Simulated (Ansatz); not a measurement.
`ClBB[SeH]` + `[OH][Al]([F])[SH]` → `[OH][Al]([F])[SeH]` + `SBBCl`  (redistribution)

Program: Ansatz. Geometries: PBE0-D4/def2-TZVP. ΔE: electronic, gas phase. CBS: MP2 limit from def2 TZ/QZ plus the TZ coupled-cluster correction, frozen cores. Functionals use def2-TZVPP. For Se outer-core shells are correlated without core-valence functions, which leaves a few kJ/mol of doubt a bond. Scalar relativity is left out up to krypton. One conformer a species, not always the lowest.

```json
{"level": "r2SCANh", "ΔE (kJ/mol)": "-11.0"}
{"level": "MP2/def2-TZVPP", "ΔE (kJ/mol)": "-8.4"}
```

(1) What does CCSD(T)/CBS give? (Estimate.)

Largest T1 diagnostic among the species: 0.015.

Results:

(1) Ansatz gave: -9.1 kJ/mol. The listed levels differ from it by -1.9, 0.7 kJ/mol.

In def2-TZVPP, CCSD(T) changes the Hartree–Fock value by +5.2 kJ/mol (the triples alone add +0.4 kJ/mol) and MP2 by +5.1 kJ/mol. Leaving LDA and LC-ωPBE aside and taking each functional with its dispersion term where it has one, the values, not all of them listed here, spread over 4.3 kJ/mol, from BHLYP-D4 to B97M-V. At CCSD(T), def2-SVP lies −7.9 kJ/mol from the extrapolated value and def2-TZVPP +0.8 kJ/mol.
